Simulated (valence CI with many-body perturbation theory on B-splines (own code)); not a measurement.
**Level structure of W XXIV**

Calculated by relativistic CI+MBPT: five valence electrons over a frozen Dirac-Fock core [Kr] 4d10, a basis of 7 s, 7 p, 7 d, 7 f, 4 g, 2 h functions for each j, with the one-electron correlation potential Σ1, the two-electron term Σ2, the three-electron term Σ3, Breit, model QED; selected CI, second order for the rest, scaled by the run's own slope (own B-spline code, finite nucleus).

No measured levels were compared; by estimate terms of the open shell hold to a few per cent of their energy, and close levels can change places. Among the levels kept, up to 1000 cm⁻¹ of a level comes from second order outside the variational space, and about a tenth of that is noise between levels of different J, which matters for small intervals. Only levels of the ground parity were solved; by the run's estimate the other parity begins above the list, which can be wrong where configurations are misplaced.

Levels 91 to 135 of 194, with energies above the lowest level, 4f5 6H°_5/2. "Leading %" is the weight of the configuration and term that name the level; weights of strongly mixed levels are sums over their largest components and can fall short. Lifetimes count E1, E2, E3, M1 and M2 decay at the calculated energies, and are blank where another channel may lead or the interval is too uncertain; long ones can be off by a factor of two.

| No. | Configuration | Term | J | E (cm⁻¹) | Leading % | Lifetime | g |
| --- | --- | --- | --- | --- | --- | --- | --- |
| 91 | 4f5 | 2L° | 17/2 | 132140 | 83 | 3.01 ms | 1.067 |
| 92 | 4f5 | 2D° | 5/2 | 132150 | 42 | 1.45 ms | 1.163 |
| 93 | 4f5 | 4P° | 1/2 | 132840 | 61 | 1.42 ms | 1.706 |
| 94 | 4f5 | 2H° | 9/2 | 132980 | 41 | 1.02 ms | 1.034 |
| 95 | 4f5 | 2N° | 21/2 | 134090 | 50 | 1.59 ms | 1.014 |
| 96 | 4f5 | 4H° | 7/2 | 134620 | 48 | 910 μs | 0.827 |
| 97 | 4f5 | 2H° | 11/2 | 135100 | 39 | 3.31 ms | 1.075 |
| 98 | 4f5 | 2P° | 3/2 | 135450 | 28 | 1.17 ms | 1.066 |
| 99 | 4f5 | 4H° | 13/2 | 135830 | 50 | 2.37 ms | 1.097 |
| 100 | 4f5 | 4G° | 9/2 | 135950 | 35 | 865 μs | 1.027 |
| 101 | 4f5 | 4K° | 15/2 | 136480 | 67 | 1.88 ms | 1.064 |
| 102 | 4f5 | 2H° | 11/2 | 137010 | 32 | 1.69 ms | 1.105 |
| 103 | 4f5 | 2D° | 5/2 | 138310 | 48 | 1.02 ms | 1.123 |
| 104 | 4f5 | 2H° | 11/2 | 139170 | 30 | 1.50 ms | 1.010 |
| 105 | 4f5 | 2I° | 13/2 | 139180 | 31 | 1.73 ms | 1.057 |
| 106 | 4f5 | 4K° | 17/2 | 141110 | 77 | 4.18 ms | 1.146 |
| 107 | 4f5 | 2K° | 15/2 | 143400 | 37 | 896 μs | 1.054 |
| 108 | 4f5 | 2H° | 9/2 | 144990 | 65 | 2.07 ms | 0.940 |
| 109 | 4f5 | 2F° | 5/2 | 145050 | 33 | 1.02 ms | 1.069 |
| 110 | 4f5 | 2I° | 13/2 | 145280 | 61 | 1.44 ms | 1.059 |
| 111 | 4f5 | 2F° | 7/2 | 145590 | 41 | 1.14 ms | 1.080 |
| 112 | 4f5 | 4F° | 3/2 | 145600 | 31 | 1.06 ms | 1.050 |
| 113 | 4f5 | 2F° | 7/2 | 148490 | 38 | 1.05 ms | 1.152 |
| 114 | 4f5 | 2I° | 13/2 | 149940 | 51 | 1.38 ms | 1.026 |
| 115 | 4f5 | 2D° | 3/2 | 150500 | 34 | 1.25 ms | 1.104 |
| 116 | 4f5 | 4D° | 1/2 | 150710 | 62 | 2.75 ms | 0.893 |
| 117 | 4f5 | 2H° | 9/2 | 151650 | 46 | 1.26 ms | 0.995 |
| 118 | 4f5 | 2K° | 15/2 | 151880 | 56 | 1.09 ms | 1.046 |
| 119 | 4f5 | 2H° | 11/2 | 152140 | 33 | 841 μs | 1.046 |
| 120 | 4f5 | 4H° | 7/2 | 152540 | 49 | 2.35 ms | 0.904 |
| 121 | 4f5 | 4P° | 5/2 | 155180 | 28 | 1.14 ms | 1.128 |
| 122 | 4f5 | 2K° | 15/2 | 156160 | 89 | 1.75 ms | 1.061 |
| 123 | 4f5 | 4H° | 9/2 | 158450 | 58 | 2.47 ms | 1.004 |
| 124 | 4f5 | 4H° | 11/2 | 159280 | 62 | 2.40 ms | 1.088 |
| 125 | 4f5 | 4H° | 13/2 | 159880 | 67 | 1.69 ms | 1.139 |
| 126 | 4f5 | 2F° | 5/2 | 159940 | 46 | 1.26 ms | 1.041 |
| 127 | 4f5 | 2F° | 7/2 | 161260 | 44 | 1.76 ms | 1.181 |
| 128 | 4f5 | 2P° | 1/2 | 161590 | 81 | 2.06 ms | 0.619 |
| 129 | 4f5 | 2H° | 9/2 | 161960 | 41 | 781 μs | 0.997 |
| 130 | 4f5 | 2H° | 11/2 | 163240 | 48 | 1.12 ms | 1.036 |
| 131 | 4f5 | 4D° | 7/2 | 163380 | 46 | 1.26 ms | 1.162 |
| 132 | 4f5 | 4D° | 3/2 | 165340 | 35 | 954 μs | 1.092 |
| 133 | 4f5 | 2D° | 3/2 | 166180 | 22 | 1.84 ms | 1.300 |
| 134 | 4f5 | 2M° | 17/2 | 166550 | 83 | 3.20 ms | 0.969 |
| 135 | 4f5 | 4D° | 5/2 | 168790 | 50 | 1.29 ms | 1.217 |

Names give the largest LS component (configuration and term), which can be under half, so a name can repeat, a term be missing and a line seem to break the LS rules; names also repeat where a configuration has a term twice.

Where two levels of one J and parity lie close, their mixing, g and order are uncertain.
